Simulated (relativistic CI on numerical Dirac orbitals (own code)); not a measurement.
**Line list: Electric-dipole lines, Zn⁷⁺**

Computed by Dirac-Coulomb-Breit CI, KLI orbitals optimised for each configuration, model QED (radiative potential, 1s self-energy scaled to tabulated hydrogen-like ionisation energies), unscaled Slater integrals (own radial code, finite nucleus).

Configuration list (outside the closed core [Ne]): 3s²3p⁶3d⁵, 3s²3p⁵3d⁶, 3s²3p⁶3d⁴4s, 3s²3p⁶3d⁴4p, 3s3p⁶3d⁶, 3s²3p⁶3d⁴4d, 3s²3p⁶3d³4s4p, 3s²3p⁶3d⁴5s, 3s²3p⁶3d⁴4f, 3s²3p⁶3d⁴5p, 3s²3p⁶3d⁴5d, 3s²3p⁶3d³4p4d, 3s²3p⁶3d⁴6s, 3s²3p⁶3d⁴5f, 3s²3p⁶3d⁴5g, 3s²3p⁵3d⁵4s, 3s²3p⁶3d⁴6p, 3s²3p⁶3d⁴6d, 3s²3p⁵3d⁵4p, 3s3p⁶3d⁵4s, 3s²3p⁵3d⁵5s, 3s3p⁶3d⁵4p, 3s²3p⁵3d⁵6s, 3s3p⁶3d⁵5s, 3s3p⁶3d⁵6s, 3s²3p⁶3d³4s², 3s²3p⁶3d²4s²4p, 3s²3p⁶3d²4s²4d, 3s²3p⁶3d²4s²5s, 3s²3p⁶3d³4p², 3s²3p⁶3d²4s4p², 3s²3p⁶3d²4p³, 3s²3p⁶3d²4p²4d, 3s²3p⁶3d²4p²5s, 3p⁶3d⁷, 3p⁵3d⁸, 3s²3p⁶3d³4s4d, 3s²3p⁶3d²4s4p4d, 3s²3p⁶3d²4s4d², 3s²3p⁶3d²4s4d5s, 3s3p⁶3d⁴4s², 3s3p⁶3d³4s²4p, 3s3p⁶3d³4s²4d, 3s3p⁶3d³4s²5s. Double excitations out of closed p, d and f shells are left out; levels of such configurations are missing from the list, as are those of other unlisted configurations, and high levels can miss mixing partners. These lack a partner that the ground configuration has and come out too high: 3s²3p⁵3d⁵4s, 3s²3p⁵3d⁵4p, 3s²3p⁵3d⁵5s, 3s²3p⁵3d⁵6s.

```csv
λ vac (Å),Lower,Upper,A (s⁻¹),E lower (cm⁻¹),E upper (cm⁻¹)
138.35,3s²3p⁶3d⁵ ⁴G11/2 [2],3s²3p⁵3d⁶ ⁴F°9/2 [387],1.98e+10,55408,778209
139.17,3s²3p⁶3d⁵ ⁴G11/2 [2],3s²3p⁵3d⁶ ⁴G°11/2 [383],1.02e+11,55408,773938
139.97,3s²3p⁶3d⁵ ⁴G9/2 [4],3s²3p⁵3d⁶ ⁴G°9/2 [379],8.64e+10,55587,770012
140.47,3s²3p⁶3d⁵ ⁴G7/2 [5],3s²3p⁵3d⁶ ⁴G°7/2 [375],7.30e+10,55590,767466
141.33,3s²3p⁶3d⁵ ⁴G5/2 [3],3s²3p⁵3d⁶ ⁴G°5/2 [373],5.57e+10,55504,763076
145.24,3s²3p⁶3d⁵ ⁶S5/2 [1],3s²3p⁵3d⁶ ⁶P°7/2 [245],7.87e+10,0,688509
145.74,3s²3p⁶3d⁵ ⁴F9/2 [18],3s²3p⁵3d⁶ ⁴F°9/2 [387],5.13e+10,92075,778209
146.02,3s²3p⁶3d⁵ ⁶S5/2 [1],3s²3p⁵3d⁶ ⁶P°5/2 [233],5.47e+10,0,684828
146.66,3s²3p⁶3d⁵ ⁴F9/2 [18],3s²3p⁵3d⁶ ⁴G°11/2 [383],4.04e+10,92075,773938
147.02,3s²3p⁶3d⁵ ⁶S5/2 [1],3s²3p⁵3d⁶ ⁶P°3/2 [217],4.84e+10,0,680169
147.10,3s²3p⁶3d⁵ ⁶S5/2 [1],3s²3p⁵3d⁶ ⁶P°3/2 [215],4.70e+10,0,679811
147.10,3s²3p⁶3d⁵ ⁶S5/2 [1],3s²3p⁵3d⁶ ⁴D°5/2 [214],1.92e+10,0,679791
148.67,3s²3p⁶3d⁵ ⁴G11/2 [2],3s²3p⁵3d⁶ ⁴G°11/2 [316],1.05e+10,55408,728057
154.05,3s²3p⁶3d⁵ ⁴G9/2 [4],3s²3p⁵3d⁶ ⁴H°11/2 [280],1.33e+10,55587,704714
155.09,3s²3p⁶3d⁵ ⁴G11/2 [2],3s²3p⁵3d⁶ ⁴H°13/2 [274],2.14e+10,55408,700179
160.21,3s²3p⁶3d⁵ ⁴G11/2 [2],3s²3p⁶3d⁴4p ⁴H°13/2 [213],7.81e+09,55408,679591
161.07,3s²3p⁶3d⁵ ⁶S5/2 [1],3s²3p⁶3d⁴4p ⁶P°7/2 [100],5.03e+10,0,620833
161.23,3s²3p⁶3d⁵ ⁶S5/2 [1],3s²3p⁶3d⁴4p ⁶P°5/2 [99],4.93e+10,0,620227
161.30,3s²3p⁶3d⁵ ⁶S5/2 [1],3s²3p⁶3d⁴4p ⁶P°3/2 [98],4.98e+10,0,619951
162.18,3s²3p⁶3d⁵ ⁴G11/2 [2],3s²3p⁶3d⁴4p ⁴F°9/2 [186],2.33e+10,55408,672025
162.40,3s²3p⁶3d⁵ ⁴G11/2 [2],3s²3p⁶3d⁴4p ⁴G°11/2 [181],1.38e+10,55408,671169
162.42,3s²3p⁶3d⁵ ⁴G9/2 [4],3s²3p⁶3d⁴4p ⁴F°7/2 [183],1.95e+10,55587,671266
162.89,3s²3p⁶3d⁵ ⁴G9/2 [4],3s²3p⁶3d⁴4p ⁴G°9/2 [175],1.53e+10,55587,669498
163.54,3s²3p⁶3d⁵ ⁴G9/2 [4],3s²3p⁶3d⁴4p ²G°9/2 [166],1.35e+10,55587,667068
163.61,3s²3p⁶3d⁵ ⁴G5/2 [3],3s²3p⁶3d⁴4p ⁴G°5/2 [164],3.55e+10,55504,666713
163.64,3s²3p⁶3d⁵ ⁴G7/2 [5],3s²3p⁶3d⁴4p ⁴G°7/2 [163],1.94e+10,55590,666697
164.08,3s²3p⁶3d⁵ ²I11/2 [13],3s²3p⁶3d⁴4p ²H°9/2 [252],2.74e+10,80183,689646
164.24,3s²3p⁶3d⁵ ⁴G11/2 [2],3s²3p⁶3d⁴4p ⁴G°11/2 [158],3.20e+10,55408,664275
164.30,3s²3p⁶3d⁵ ²I13/2 [14],3s²3p⁶3d⁴4p ²H°11/2 [247],4.77e+10,80378,689035
164.46,3s²3p⁶3d⁵ ⁴G9/2 [4],3s²3p⁶3d⁴4p ⁴G°9/2 [157],1.25e+10,55587,663652
165.37,3s²3p⁶3d⁵ ²I11/2 [13],3s²3p⁶3d⁴4p ²I°11/2 [234],3.25e+10,80183,684899
165.50,3s²3p⁶3d⁵ ²I13/2 [14],3s²3p⁶3d⁴4p ²I°13/2 [232],3.10e+10,80378,684608
167.09,3s²3p⁶3d⁵ ⁴P5/2 [6],3s²3p⁵3d⁶ ⁴D°7/2 [147],2.37e+10,61826,660306
167.16,3s²3p⁶3d⁵ ⁴G5/2 [3],3s²3p⁶3d⁴4p ⁴H°7/2 [139],1.44e+10,55504,653739
167.62,3s²3p⁶3d⁵ ⁴G7/2 [5],3s²3p⁵3d⁶ ⁴H°9/2 [138],1.36e+10,55590,652164
168.48,3s²3p⁶3d⁵ ⁴G9/2 [4],3s²3p⁵3d⁶ ⁴H°11/2 [136],1.06e+10,55587,649140
169.21,3s²3p⁶3d⁵ ⁴G11/2 [2],3s²3p⁵3d⁶ ⁴H°13/2 [131],1.05e+10,55408,646406
171.81,3s²3p⁶3d⁵ ⁴G11/2 [2],3s²3p⁶3d⁴4p ⁴F°9/2 [129],1.59e+10,55408,637440
172.15,3s²3p⁶3d⁵ ⁴G9/2 [4],3s²3p⁶3d⁴4p ⁴F°7/2 [128],1.58e+10,55587,636472
835.32,3s²3p⁶3d⁴4s ⁴H13/2 [51],3s²3p⁶3d⁴4p ⁴I°15/2 [182],2.02e+09,551551,671266
844.21,3s²3p⁶3d⁴4s ²I13/2 [74],3s²3p⁶3d⁴4p ²K°15/2 [258],2.44e+09,573569,692023
850.85,3s²3p⁶3d⁴4s ⁴H11/2 [50],3s²3p⁶3d⁴4p ⁴I°13/2 [172],1.99e+09,550806,668335
856.72,3s²3p⁶3d⁴4s ⁴H9/2 [48],3s²3p⁶3d⁴4p ⁴I°11/2 [165],1.84e+09,550132,666857
861.34,3s²3p⁶3d⁴4s ⁶D9/2 [42],3s²3p⁶3d⁴4p ⁶F°11/2 [111],2.24e+09,510313,626411
906.99,3s²3p⁶3d⁴4s ⁴H13/2 [51],3s²3p⁶3d⁴4p ⁴H°13/2 [151],1.51e+09,551551,661807
```

Terms are leading LS components. Brackets give the number of a level in order of energy, since labels repeat. The list gives strong lines, with weight on those to low levels, without lines whose two gauges differ by over a factor of 2.5, among the lowest 400 of 11885 levels, so that lines to higher ones, which can be the strongest, are missing. Levels whose partners in the same complex of configurations lie outside the list can be far off, and so can their lines. Rates are taken at the computed energies, electric ones in the length gauge.

At this charge configurations can still be misplaced by up to about 7 % of their energy. Terms inside the open d or f shell come out 10 to 20 % too wide with unscaled integrals.
